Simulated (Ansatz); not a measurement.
Correlation energies of H2Te (`[TeH2]`) by basis set

```xyz
3

Te    0.096    0.766   -0.096
H    -1.212   -0.249   -0.044
H     1.116   -0.517    0.140
```

Total charge 0; spin multiplicity 1. Correlated methods include outer-core shells of Te, which these sets cover unevenly. Te: def2 effective core potential. The geometry is a stationary point of PBE0-D4/def2-TZVP. Frozen core, restricted reference, Ansatz 0.2.0.

| basis | HF (Eh) | MP2 corr. |
| --- | --- | --- |
| def2-SVP | -268.14024 | -0.13113 |
| def2-TZVPP | -268.15349 | -0.47767 |
| def2-QZVPP | -268.15561 | -0.63708 |

Q: Estimate the CCSD correlation energy and the (T) correction in each basis where they were run (hartree).

A: 
```csv
basis,CCSD corr.,(T)
def2-SVP,-0.15150,-0.00334
def2-TZVPP,-0.46687,-0.00998
def2-QZVPP,-0.60592,-0.01474
```
